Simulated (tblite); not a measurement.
Compound: C₄H₁₁BP₂.
SMILES with atom numbers: `[BH3-:1][P@@H+:2]([CH3:3])[C:4]#[C:5][PH:6][CH3:7]` (hydrogens: H8, H9, H10 on B1; H11 on P2; H12, H13, H14 on C3; H15 on P6; H16, H17, H18 on C7)
Bond orders are those of one Lewis drawing.

Computed with GFN2-xTB (tblite), gas phase: L-BFGS steps from a force-field or distance-geometry start until the largest atomic force falls under 0.01 eV/Å.

Step 11: E = -554.2131 eV
```
atom  x, y, z in Å  |  force x, y, z in eV/Å
B1     -2.3302   -0.6802   -0.8579   -0.030  -0.045  -0.070
P2     -1.5957    0.3467    0.5718   -0.012   0.097  -0.042
C3     -1.6590   -0.4919    2.1985    0.007   0.057  -0.054
C4      0.0736    0.8535    0.4055   -0.071  -0.114   0.004
C5      1.2408    0.9847    0.1056    0.078   0.010  -0.016
P6      2.9053    1.3906   -0.3158    0.031   0.016  -0.038
C7      3.0897    0.1908   -1.7231   -0.011   0.008   0.020
H8     -3.4549   -0.8825   -0.5126   -0.006  -0.001   0.000
H9     -2.2414   -0.0176   -1.8408    0.002   0.000  -0.025
H10    -1.6595   -1.6688   -0.8854    0.003   0.012   0.006
H11    -2.1625    1.5807    0.8857   -0.017   0.017   0.059
H12    -1.2461    0.1101    3.0055    0.020   0.004  -0.025
H13    -2.7061   -0.7192    2.3982    0.046  -0.054   0.053
H14    -1.1001   -1.4226    2.1002   -0.040  -0.018   0.080
H15     3.4492    0.5418    0.6612    0.033  -0.010   0.046
H16     4.1386    0.1336   -2.0105   -0.002   0.029   0.020
H17     2.7337   -0.7990   -1.4440   -0.023   0.004  -0.017
H18     2.5159    0.5557   -2.5738   -0.006  -0.012  -0.001
```

Step 12: E = -554.2147 eV
```
atom  x, y, z in Å  |  force x, y, z in eV/Å
B1     -2.3308   -0.6813   -0.8604   -0.022  -0.014  -0.037
P2     -1.5966    0.3484    0.5705   -0.010   0.082  -0.042
C3     -1.6583   -0.4911    2.1964   -0.006   0.042  -0.015
C4      0.0744    0.8501    0.4064   -0.067  -0.100  -0.005
C5      1.2413    0.9839    0.1066    0.078   0.011  -0.020
P6      2.9060    1.3881   -0.3173   -0.007   0.088   0.015
C7      3.0886    0.1916   -1.7222   -0.005  -0.026  -0.012
H8     -3.4538   -0.8827   -0.5139   -0.037  -0.007   0.005
H9     -2.2422   -0.0199   -1.8423    0.002   0.017  -0.052
H10    -1.6608   -1.6682   -0.8866    0.025  -0.012   0.010
H11    -2.1614    1.5831    0.8905   -0.007   0.000   0.046
H12    -1.2450    0.1118    3.0029    0.018   0.006  -0.030
H13    -2.7046   -0.7198    2.3996    0.043  -0.042   0.045
H14    -1.1007   -1.4229    2.1033   -0.030  -0.012   0.058
H15     3.4488    0.5434    0.6625    0.044  -0.029   0.048
H16     4.1369    0.1352   -2.0084    0.033   0.023   0.004
H17     2.7334   -0.7981   -1.4458   -0.033  -0.032  -0.002
H18     2.5160    0.5548   -2.5736   -0.019   0.007  -0.016
```

Step 13: E = -554.2161 eV
```
atom  x, y, z in Å  |  force x, y, z in eV/Å
B1     -2.3319   -0.6826   -0.8636   -0.013   0.021  -0.005
P2     -1.5980    0.3512    0.5685   -0.012   0.031  -0.030
C3     -1.6576   -0.4895    2.1940   -0.014   0.013   0.021
C4      0.0752    0.8452    0.4070   -0.024  -0.071  -0.023
C5      1.2421    0.9830    0.1075    0.041   0.009  -0.014
P6      2.9067    1.3872   -0.3184   -0.028   0.106   0.064
C7      3.0876    0.1920   -1.7216    0.002  -0.042  -0.032
H8     -3.4534   -0.8831   -0.5150   -0.056  -0.011   0.002
H9     -2.2430   -0.0218   -1.8448   -0.001   0.023  -0.067
H10    -1.6614   -1.6680   -0.8877    0.039  -0.025   0.013
H11    -2.1603    1.5856    0.8962    0.001  -0.004   0.032
H12    -1.2435    0.1136    2.9999    0.017   0.014  -0.032
H13    -2.7023   -0.7211    2.4019    0.030  -0.023   0.034
H14    -1.1020   -1.4233    2.1074   -0.016   0.001   0.028
H15     3.4491    0.5446    0.6645    0.044  -0.025   0.030
H16     4.1359    0.1372   -2.0062    0.050   0.013  -0.008
H17     2.7325   -0.7979   -1.4475   -0.034  -0.049   0.010
H18     2.5157    0.5539   -2.5737   -0.023   0.020  -0.023
```

**Question.** Estimate the geometry and energy of step 14. (The exact step hangs on the optimiser's Hessian estimate; all steps are aligned on step 13, rigid shifts and turns removed.)

**Answer.** E = -554.2174 eV, largest force 0.108 eV/Å
```
atom  x, y, z in Å  |  force x, y, z in eV/Å
B1     -2.3332   -0.6834   -0.8668   -0.008   0.041   0.013
P2     -1.5995    0.3542    0.5661   -0.015  -0.030  -0.008
C3     -1.6571   -0.4879    2.1918   -0.014  -0.014   0.040
C4      0.0761    0.8393    0.4073    0.018  -0.039  -0.041
C5      1.2429    0.9820    0.1085   -0.007   0.008  -0.003
P6      2.9067    1.3881   -0.3183   -0.026   0.067   0.080
C7      3.0865    0.1917   -1.7215    0.008  -0.031  -0.028
H8     -3.4541   -0.8837   -0.5163   -0.056  -0.011  -0.005
H9     -2.2438   -0.0235   -1.8488   -0.006   0.018  -0.063
H10    -1.6615   -1.6682   -0.8886    0.038  -0.017   0.017
H11    -2.1588    1.5881    0.9028    0.009  -0.005   0.016
H12    -1.2416    0.1161    2.9962    0.016   0.024  -0.028
H13    -2.6998   -0.7226    2.4046    0.009  -0.003   0.026
H14    -1.1033   -1.4236    2.1119   -0.001   0.014  -0.003
H15     3.4500    0.5456    0.6671    0.035  -0.006   0.003
H16     4.1358    0.1395   -2.0042    0.040   0.001  -0.015
H17     2.7309   -0.7987   -1.4492   -0.024  -0.039   0.016
H18     2.5150    0.5535   -2.5743   -0.016   0.023  -0.016
```

The energy changes by -0.0013 eV. The first-order estimate −F·Δx gives -0.0019 eV and the mean of the old and new forces, exact on a quadratic surface, -0.0013 eV. The step makes an angle of 60° with the force vector and moves no atom by more than 0.007 Å.

The cost below is that of the whole relaxation. On Arm Neoverse N1, one thread, shared host, this took 0.85 s wall.
